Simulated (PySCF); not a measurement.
Calculation: PBE-D3(BJ)/def2-TZVP // PBE0-D4/def2-TZVP run with PySCF. Gas-phase values, no solvent. Excitations are Tamm–Dancoff values on a coarser integration grid. The basis has no diffuse functions, so Rydberg states are missing or too high.

Reference species (SMILES): `Cl[SiH3]` (neutral, multiplicity 1).

The LUMO comes out as -0.97 eV and the S1–T1 gap (TDA) is 0.36 eV.

Changed species: `Cl[SiH2]I` (X = iodo; the reference has X = H).

Problem. What does the change do to the LUMO and S1–T1 gap (TDA)?

Solution. the LUMO falls by 0.78 eV, to -1.75 eV; the S1–T1 gap (TDA) rises by 0.06 eV, to 0.42 eV.
